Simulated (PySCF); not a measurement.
SMILES CC(=O)[SiH2][SiH2]C=O, GFN2-xTB optimised geometry.

```
15

C     -0.26    -1.04    -0.05
C      0.55     0.21     0.00
O      1.77     0.21     0.00
Si    -0.33     1.93     0.00
Si     0.89     3.08    -1.60
C      1.01     1.70    -2.93
O      0.28     0.73    -2.86
H      0.36    -1.93     0.10
H     -0.72    -1.09    -1.03
H     -1.05    -1.00     0.70
H     -0.19     2.45     1.36
H     -1.77     1.73    -0.23
H      2.25     3.53    -1.32
H      0.22     4.20    -2.28
H      1.74     1.77    -3.76
```

Density from PySCF with B3LYP/def2-TZVP at that geometry.

Minimum of the electron density along straight lines between bonded atoms, close to the bond critical point (lines longer than 1.1 times the sum of covalent radii, or with two minima, are not listed):

```json
[
 {"bond": "C1–C2", "length / Å": "1.497", "ρ at the minimum / e bohr⁻³": "0.267", "∇²ρ there / e bohr⁻⁵": "-0.71", "position (fraction from the first atom)": "0.49"},
 {"bond": "C2–O3", "length / Å": "1.212", "ρ at the minimum / e bohr⁻³": "0.418", "∇²ρ there / e bohr⁻⁵": "-0.09", "position (fraction from the first atom)": "0.34"},
 {"bond": "C2–Si4", "length / Å": "1.929", "ρ at the minimum / e bohr⁻³": "0.116", "∇²ρ there / e bohr⁻⁵": "0.12", "position (fraction from the first atom)": "0.62"},
 {"bond": "Si4–Si5", "length / Å": "2.313", "ρ at the minimum / e bohr⁻³": "0.098", "∇²ρ there / e bohr⁻⁵": "-0.18", "position (fraction from the first atom)": "0.48"},
 {"bond": "Si5–C6", "length / Å": "1.923", "ρ at the minimum / e bohr⁻³": "0.114", "∇²ρ there / e bohr⁻⁵": "0.15", "position (fraction from the first atom)": "0.39"},
 {"bond": "C6–O7", "length / Å": "1.208", "ρ at the minimum / e bohr⁻³": "0.420", "∇²ρ there / e bohr⁻⁵": "-0.02", "position (fraction from the first atom)": "0.34"},
 {"bond": "C1–H8", "length / Å": "1.088", "ρ at the minimum / e bohr⁻³": "0.281", "∇²ρ there / e bohr⁻⁵": "-0.97", "position (fraction from the first atom)": "0.64"},
 {"bond": "C1–H9", "length / Å": "1.089", "ρ at the minimum / e bohr⁻³": "0.277", "∇²ρ there / e bohr⁻⁵": "-0.95", "position (fraction from the first atom)": "0.64"},
 {"bond": "C1–H10", "length / Å": "1.087", "ρ at the minimum / e bohr⁻³": "0.279", "∇²ρ there / e bohr⁻⁵": "-0.96", "position (fraction from the first atom)": "0.64"},
 {"bond": "Si4–H11", "length / Å": "1.469", "ρ at the minimum / e bohr⁻³": "0.123", "∇²ρ there / e bohr⁻⁵": "0.18", "position (fraction from the first atom)": "0.49"},
 {"bond": "Si4–H12", "length / Å": "1.469", "ρ at the minimum / e bohr⁻³": "0.124", "∇²ρ there / e bohr⁻⁵": "0.17", "position (fraction from the first atom)": "0.49"},
 {"bond": "Si5–H13", "length / Å": "1.465", "ρ at the minimum / e bohr⁻³": "0.124", "∇²ρ there / e bohr⁻⁵": "0.18", "position (fraction from the first atom)": "0.49"},
 {"bond": "Si5–H14", "length / Å": "1.470", "ρ at the minimum / e bohr⁻³": "0.122", "∇²ρ there / e bohr⁻⁵": "0.18", "position (fraction from the first atom)": "0.49"},
 {"bond": "C6–H15", "length / Å": "1.108", "ρ at the minimum / e bohr⁻³": "0.279", "∇²ρ there / e bohr⁻⁵": "-0.98", "position (fraction from the first atom)": "0.65"}
]
```
